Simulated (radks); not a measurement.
The numbers below are computed, except where a source is named.
Q: All-electron atom: Mn+ in [Ne] 3s2 3p5 3d6 4s1 (not the ground configuration). Code: a radial shooting solver on a logarithmic mesh with Libxc functionals. Model: scalar-relativistic Kohn-Sham, revPBE, spin-unpolarised, spherical densities, point nucleus. Some entries of the table are withheld. Estimate them.

orbital,occ.,eigenvalue (eV),r(max) (bohr)
1s,2,-6443.549,0.03986
2s,2,-754.3346,0.2323
2p,6,-640.7172,0.1882
3s,2,-95.3277,(1)
3p,5,-63.9696,0.7512
3d,6,-15.7235,0.7585
4s,1,(2),2.360

A: 
(1) 3s r(max) (bohr): 0.7355
(2) 4s eigenvalue (eV): -11.8918
